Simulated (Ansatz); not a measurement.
`[OH][Sn]([F])([F])[F]` → 3 F• + H• + O• + Sn•  (atomization)

Calculated with Ansatz (gas phase, PBE0-D4/def2-TZVP geometries, no zero-point term in ΔE). CCSD(T)/CBS is the MP2 limit (def2-TZVPP, def2-QZVPP) plus CCSD(T) − MP2 in def2-TZVPP, frozen cores. This one scheme is used for every species, atoms too. Functionals use def2-TZVPP. B3LYP here is the variant with VWN-RPA as its local correlation; programs differ in this. HSE06 is defined as in plane-wave codes. No spin–orbit coupling; open shells (•) take unrestricted orbitals. Spin–orbit coupling would lower the free atoms: a little for F, O; strongly for Sn. def2 core potentials past Kr. Bonds to Sn are less sure, by a few kJ/mol each and by 10 to 20 or more in all where they break to atoms, as the def2 sets lack core-valence functions. One conformer a species, not always the lowest.

`[OH][Sn]([F])([F])[F]`:

Z-matrix (Å, degrees):
```
Sn
F 1 1.890
F 1 1.881 2 108.9
O 1 1.918 2 110.6 3 -122.1
F 1 1.884 2 107.7 3 114.7
H 4 0.963 1 112.6 2 -12.7
```

| level | ΔE (kcal/mol) | difference from CCSD(T)/CBS |
| --- | --- | --- |
| LDA (SPW92) | 596.0 | 88.0 |
| revPBE-D4 | 491.2 | -16.8 |
| BLYP-D4 | 501.0 | -7.0 |
| r2SCAN-D4 | 498.6 | -9.4 |
| B97M-V | 502.4 | -5.6 |
| PBE0-D4 | 485.4 | -22.6 |
| B3LYP-D4 | 488.4 | -19.6 |
| r2SCANh-D4 | 488.1 | -19.9 |
| r2SCAN0-D4 | 473.1 | -34.9 |
| BHLYP-D4 | 455.7 | -52.3 |
| CAM-B3LYP-D4 | 497.4 | -10.6 |
| ωB97X-V | 500.8 | -7.2 |
| ωB97M-V | 495.5 | -12.5 |
| B2PLYP | 489.7 | -18.3 |
| PBE-QIDH | 484.1 | -23.9 |
| PBE | 510.3 | 2.3 |
| revPBE | 484.3 | -23.7 |
| BLYP | 495.4 | -12.6 |
| r2SCAN | 498.0 | -10.0 |
| PBE0 | 483.2 | -24.8 |
| B3LYP | 484.2 | -23.8 |
| r2SCANh | 487.4 | -20.6 |
| r2SCAN0 | 472.4 | -35.6 |
| HSE06 | 483.6 | -24.4 |
| BHLYP | 452.3 | -55.7 |
| CAM-B3LYP | 495.2 | -12.8 |
| LC-ωPBE | 499.4 | -8.6 |
| HF/def2-SVP | 295.4 | -212.6 |
| MP2/def2-SVP | 476.5 | -31.5 |
| CCSD/def2-SVP | 440.0 | -68.0 |
| CCSD(T)/def2-SVP | 446.6 | -61.4 |
| HF/def2-TZVPP | 315.1 | -192.9 |
| SCS-MP2/def2-TZVPP | 494.4 | -13.6 |
| CCSD/def2-TZVPP | 469.9 | -38.1 |
| CCSD(T)/def2-TZVPP | 483.2 | -24.8 |
| HF/def2-QZVPP | 319.6 | -188.4 |
| MP2/def2-QZVPP | 524.5 | 16.5 |
| SCS-MP2/def2-QZVPP | 511.1 | 3.1 |
| MP2/CBS(def2) | 533.5 | 25.5 |
| CCSD/CBS(def2) | 494.7 | -13.3 |
| CCSD(T)/CBS | 508.0 | 0 |

Largest T1 diagnostic among the species: 0.015.

The D4 term adds +4.2 kcal/mol with B3LYP and +2.2 kcal/mol with PBE0; it sums over pairs of atoms, weighted by their polarisabilities, and B3LYP, whose exchange is more repulsive, gets the larger term. Leaving LDA and LC-ωPBE aside and taking each functional with its dispersion term where it has one, the values, not all of them listed here, spread over 57.2 kcal/mol, from BHLYP-D4 to PBE-D4. LDA lies +85.7 kcal/mol from PBE without D4, its usual overbinding. From BLYP to BHLYP (50 % exact exchange), in def2-TZVPP and without D4, ΔE moves by −43.1 kcal/mol: exact exchange takes away binding that semilocal exchange gives to molecules.

For atomizations the MP2-based limit and the directly extrapolated one differ by several kJ/mol either way, and by 10 to 25 for some Ge, Se and Sn compounds, so smaller differences from it don't rank the levels.
